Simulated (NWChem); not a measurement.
System: C₂H₅ClSi₂; SMILES C(#C)[SiH2][SiH2]Cl

Output (shortened):

```
             Northwest Computational Chemistry Package (NWChem) 7.3.0
             --------------------------------------------------------

 C1  symmetry detected

                             Geometry "geometry" -> ""
                             -------------------------

 Output coordinates in angstroms (scale by  1.889725989 to convert to a.u.)

  No.       Tag          Charge          X              Y              Z
 ---- ---------------- ---------- -------------- -------------- --------------
    1 C                    6.0000     1.47156771    -2.79380626    -0.32023628
    2 C                    6.0000     0.50587213    -2.13907261    -0.02727008
    3 Si                  14.0000    -0.95453928    -1.08939430     0.40892978
    4 Si                  14.0000    -0.73429369     1.02987071    -0.50196467
    5 Cl                  17.0000     0.88723639     1.98574847     0.25792650
    6 H                    1.0000     2.31322120    -3.37290897    -0.57387773
    7 H                    1.0000    -2.13421120    -1.77960070    -0.13247846
    8 H                    1.0000    -1.04602124    -1.11168165     1.87622300
    9 H                    1.0000    -1.87874066     1.89809975    -0.21156944
   10 H                    1.0000    -0.55824409     1.03897113    -1.95552117

 Effective nuclear repulsion energy (a.u.)     300.8658538100

                                Z-matrix (autoz)
                                --------

 Units are Angstrom for bonds and degrees for angles

      Type          Name      I     J     K     L     M      Value
      ----------- --------  ----- ----- ----- ----- ----- ----------
    1 Stretch                  1     2                       1.20294
    2 Stretch                  1     6                       1.05265
    3 Stretch                  2     3                       1.85065
    4 Stretch                  3     4                       2.31722
    5 Stretch                  3     7                       1.47008
    6 Stretch                  3     8                       1.47031
    7 Stretch                  4     5                       2.02990
    8 Stretch                  4     9                       1.46557
    9 Stretch                  4    10                       1.46421
   10 Bend                     1     3     4               109.94578
   11 Bend                     1     3     7               106.71318
   12 Bend                     1     3     8               106.21834
   13 Bend                     2     3     4               110.55349
   14 Bend                     2     3     7               106.26858
   15 Bend                     2     3     8               106.00488
   16 Bend                     3     4     5               111.06585
   17 Bend                     3     4     9               112.93552
   18 Bend                     3     4    10               114.03850
   19 Bend                     4     3     7               111.15504
   20 Bend                     4     3     8               114.33479
   21 Bend                     5     4     9               105.70274
   22 Bend                     5     4    10               105.82216
   23 Bend                     6     3     4               109.80999
   24 Bend                     6     3     7               106.82066
   25 Bend                     6     3     8               106.25782
   26 Bend                     7     3     8               108.08840
   27 Bend                     9     4    10               106.67312
   28 Torsion                  2     3     4     5         -62.66360
   29 Torsion                  2     3     4     9         178.78703
   30 Torsion                  2     3     4    10          56.79080
   31 Torsion                  1     2     4     3        -179.39032
   32 Torsion                  5     4     3     7         179.56793
   33 Torsion                  5     4     3     8          56.85767
   34 Torsion                  3     4     1     6        -179.65369
   35 Torsion                  5     4     3     6         -62.44968
   36 Torsion                  6     3     4     9         179.00095
   37 Torsion                  6     3     4    10          57.00472
   38 Torsion                  3     7     1     6        -179.00405
   39 Torsion                  3     8     1     6         178.57176
   40 Torsion                  1     2     7     3        -177.80976
   41 Torsion                  7     3     4     9          61.01857
   42 Torsion                  7     3     4    10         -60.97766
   43 Torsion                  1     2     8     3         177.13829
   44 Torsion                  8     3     4     9         -61.69169
   45 Torsion                  8     3     4    10         176.31208

                           NWChem Geometry Optimization
                           ----------------------------

 maximum gradient threshold         (gmax) =   0.000450
 rms gradient threshold             (grms) =   0.000300
 maximum cartesian step threshold   (xmax) =   0.001800
 rms cartesian step threshold       (xrms) =   0.001200
 fixed trust radius                (trust) =   0.300000
 source of zmatrix                         =   autoz

          -------------------
          Energy Minimization
          -------------------

 Using diagonal initial Hessian
 Scaling for Hessian diagonals: bonds = 1.00  angles = 0.25  torsions = 0.10

          --------
          Step   0

                                 NWChem DFT Module
                                 -----------------

 Summary of "ao basis" -> "ao basis" (spherical)
 ------------------------------------------------------------------------------
       Tag                 Description            Shells   Functions and Types
 ---------------- ------------------------------  ------  ---------------------
 C                          def2-svp                 6       14   3s2p1d
 Si                         def2-svp                 8       18   4s3p1d
 Cl                         def2-svp                 8       18   4s3p1d
 H                          def2-svp                 3        5   2s1p

            General Information
            -------------------
          SCF calculation type: DFT
          Wavefunction type:  closed shell.
          No. of atoms     :    10
          No. of electrons :    62
           Alpha electrons :    31
            Beta electrons :    31
          Charge           :     0
          Spin multiplicity:     1
          Use of symmetry is: off; symmetry adaption is: off
          Maximum number of iterations: 150
          AO basis - number of functions:   107
                     number of shells:    51
          Convergence on energy requested:  1.00D-06
          Convergence on density requested:  1.00D-05
          Convergence on gradient requested:  5.00D-04

              XC Information
              --------------
                         PBE0 Method XC Functional
                     Hartree-Fock (Exact) Exchange  0.250
          PerdewBurkeErnzerhof Exchange Functional  0.750
            Perdew 1991 LDA Correlation Functional  1.000 local
           PerdewBurkeErnz. Correlation Functional  1.000 non-local

[...]

      ----------------------
      Optimization converged
      ----------------------

  Step       Energy      Delta E   Gmax     Grms     Xrms     Xmax
  ---- ---------------- -------- -------- -------- -------- --------
@   10   -1117.50088951 -6.5D-09  0.00013  0.00002  0.00052  0.00151
                                     ok       ok       ok       ok

                                Z-matrix (autoz)
                                --------

 Units are Angstrom for bonds and degrees for angles

      Type          Name      I     J     K     L     M      Value     Gradient
      ----------- --------  ----- ----- ----- ----- ----- ---------- ----------
    1 Stretch                  1     2                       1.21710    0.00013
    2 Stretch                  1     6                       1.07597    0.00001
    3 Stretch                  2     3                       1.83177   -0.00002
    4 Stretch                  3     4                       2.34740   -0.00005
    5 Stretch                  3     7                       1.49497    0.00002
    6 Stretch                  3     8                       1.49270    0.00003
    7 Stretch                  4     5                       2.07781    0.00002
    8 Stretch                  4     9                       1.49299    0.00001
    9 Stretch                  4    10                       1.49153   -0.00001
   10 Bend                     1     3     4               108.01029    0.00002
   11 Bend                     1     3     7               110.01827   -0.00001
   12 Bend                     1     3     8               110.27854   -0.00000
   13 Bend                     2     3     4               108.79256    0.00002
   14 Bend                     2     3     7               109.63661   -0.00001
   15 Bend                     2     3     8               109.88057   -0.00000
   16 Bend                     3     4     5               108.09162   -0.00000
   17 Bend                     3     4     9               111.17344   -0.00001
   18 Bend                     3     4    10               111.43759    0.00001
   19 Bend                     4     3     7               109.72212   -0.00001
   20 Bend                     4     3     8               109.63314   -0.00002
   21 Bend                     5     4     9               108.37552    0.00000
   22 Bend                     5     4    10               108.59920   -0.00000
   23 Bend                     6     3     4               107.77182    0.00002
   24 Bend                     6     3     7               110.15995   -0.00001
   25 Bend                     6     3     8               110.37336   -0.00000
   26 Bend                     7     3     8               109.16390    0.00002
   27 Bend                     9     4    10               109.07655    0.00000
   28 Torsion                  2     3     4     5         -62.08322   -0.00000
   29 Torsion                  2     3     4     9         179.08833    0.00000
   30 Torsion                  2     3     4    10          57.17514   -0.00000
   31 Torsion                  1     2     4     3         179.96615   -0.00000
   32 Torsion                  5     4     3     7         177.97734    0.00000
   33 Torsion                  5     4     3     8          58.10042   -0.00000
   34 Torsion                  3     4     1     6        -179.80155    0.00000
   35 Torsion                  5     4     3     6         -62.06442   -0.00000
   36 Torsion                  6     3     4     9         179.10713    0.00000
   37 Torsion                  6     3     4    10          57.19394   -0.00000
   38 Torsion                  3     7     1     6        -177.92853    0.00000
   39 Torsion                  3     8     1     6         177.65151   -0.00000
   40 Torsion                  1     2     7     3        -176.60009    0.00001
   41 Torsion                  7     3     4     9          59.14889    0.00000
   42 Torsion                  7     3     4    10         -62.76430   -0.00000
   43 Torsion                  1     2     8     3         176.62928   -0.00001
   44 Torsion                  8     3     4     9         -60.72803    0.00000
   45 Torsion                  8     3     4    10         177.35878   -0.00000

                         Geometry "geometry" -> "geometry"
                         ---------------------------------

 Output coordinates in angstroms (scale by  1.889725989 to convert to a.u.)

[...]

 Rotational Constants
 --------------------
 A=   0.117679 cm-1  (  0.169310 K)
 B=   0.044220 cm-1  (  0.063621 K)
 C=   0.035555 cm-1  (  0.051154 K)

 Temperature                      =   298.15K
 frequency scaling parameter      =   1.0000

 Zero-Point correction to Energy  =   34.752 kcal/mol  (  0.055381 au)
 Thermal correction to Energy     =   39.668 kcal/mol  (  0.063215 au)
 Thermal correction to Enthalpy   =   40.260 kcal/mol  (  0.064159 au)

 Total Entropy                    =   89.297 cal/mol-K
   - Translational                =   40.242 cal/mol-K (mol. weight = 119.9618)
   - Rotational                   =   28.545 cal/mol-K (symmetry #  =        1)
   - Vibrational                  =   20.510 cal/mol-K

 Cv (constant volume heat capacity) =   26.723 cal/mol-K
   - Translational                  =    2.979 cal/mol-K
   - Rotational                     =    2.979 cal/mol-K
   - Vibrational                    =   20.764 cal/mol-K

[normal modes left out]

 ----------------------------------------------------------------------------
 Normal Eigenvalue ||           Projected Infra Red Intensities
  Mode   [cm**-1]  || [atomic units] [(debye/angs)**2] [(KM/mol)] [arbitrary]
 ------ ---------- || -------------- ----------------- ---------- -----------
    1       -0.000 ||    0.000098           0.002         0.096       0.022
    2       -0.000 ||    0.000083           0.002         0.081       0.019
    3       -0.000 ||    0.000047           0.001         0.046       0.011
    4       -0.000 ||    0.000168           0.004         0.163       0.038
    5        0.000 ||    0.000062           0.001         0.061       0.014
    6        0.000 ||    0.000032           0.001         0.031       0.007
    7       36.892 ||    0.000678           0.016         0.660       0.152
    8       79.506 ||    0.000988           0.023         0.963       0.222
    9      132.604 ||    0.001738           0.040         1.694       0.391
   10      238.668 ||    0.006067           0.140         5.915       1.364
   11      296.915 ||    0.023548           0.543        22.956       5.293
   12      409.409 ||    0.012412           0.286        12.100       2.790
   13      430.220 ||    0.042983           0.992        41.902       9.662
   14      534.778 ||    0.006934           0.160         6.759       1.559
   15      555.700 ||    0.047527           1.096        46.331      10.684
   16      647.558 ||    0.026981           0.622        26.302       6.065
   17      689.678 ||    0.014577           0.336        14.210       3.277
   18      719.233 ||    0.011949           0.276        11.649       2.686
   19      741.926 ||    0.023752           0.548        23.154       5.339
   20      751.073 ||    0.027456           0.633        26.766       6.172
   21      782.476 ||    0.388857           8.971       379.077      87.412
   22      834.203 ||    0.100106           2.310        97.588      22.503
   23      916.544 ||    0.072660           1.676        70.833      16.334
   24      936.605 ||    0.097682           2.254        95.226      21.958
   25     2164.596 ||    0.036560           0.843        35.641       8.219
   26     2224.935 ||    0.057227           1.320        55.788      12.864
   27     2235.652 ||    0.123904           2.859       120.788      27.853
   28     2240.010 ||    0.018030           0.416        17.576       4.053
   29     2248.107 ||    0.128326           2.961       125.098      28.847
   30     3473.665 ||    0.063126           1.456        61.538      14.190
 ----------------------------------------------------------------------------
```

Level: PBE0/def2-SVP. 

Problem. Which NWChem input produces such a log?

Solution. Several could match; the one computed here: the input that was run:
```
start job
memory heap 200 mb stack 900 mb global 1100 mb
geometry units angstroms
  C      2.633977     0.963995    -1.546897
  C      1.971289     0.086027    -1.059978
  Si     0.915038    -1.230192    -0.300506
  Si    -1.260260    -0.476397    -0.037081
  Cl    -1.335949     1.103495     1.235204
  H      3.219564     1.727409    -1.973935
  H      0.970856    -2.380924    -1.213651
  H      1.580641    -1.610354     0.954191
  H     -2.150506    -1.489947     0.535709
  H     -1.887660    -0.019534    -1.278672
end
basis spherical
  * library def2-svp
end
dft
  xc pbe0
  iterations 150
end
driver
  maxiter 120
end
task dft optimize
task dft freq
```
